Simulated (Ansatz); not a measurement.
Consider the ligand exchange at the Al–O bond: `[SiH3][O][Al]([SH])[SH]` + H–F → `[F][Al]([SH])[SH]` + `O[SiH3]`.

Computed with Ansatz on PBE0-D4/def2-TZVP structures; ΔE is electronic, products minus reactants. CBS: MP2 limit from def2 TZ/QZ plus the TZ coupled-cluster correction, frozen cores. This one scheme is used for every species. Functionals use def2-TZVPP. B3LYP here is the variant with VWN-RPA as its local correlation; programs differ in this. One conformer a species, not always the lowest.

Problem. Is it downhill or uphill in electronic energy at CCSD(T)/CBS, and by how much? (Best estimate.)

Solution. Ansatz gave: Downhill: ΔE = -20.0 kJ/mol.

Problem. What do these levels give: r2SCAN-D4, B3LYP-D4, r2SCAN0, CCSD/def2-SVP, HF/def2-QZVPP, HF/CBS(def2)? (An estimate is asked.)

Solution. Computed: r2SCAN-D4 -26.3, B3LYP-D4 -21.8, r2SCAN0 -24.7, CCSD/def2-SVP -23.6, HF/def2-QZVPP -23.4, HF/CBS(def2) -23.4 kJ/mol.

Largest T1 diagnostic among the species: 0.012.

Leaving LDA and LC-ωPBE aside and taking each functional with its dispersion term where it has one, the values, not all of them listed here, spread over 10.5 kJ/mol, from B97M-V to BHLYP-D4. LDA lies +5.7 kJ/mol from PBE without D4. In def2-TZVPP, CCSD(T) changes the Hartree–Fock value by +3.6 kJ/mol (the triples alone add +0.5 kJ/mol) and MP2 by +4.7 kJ/mol.
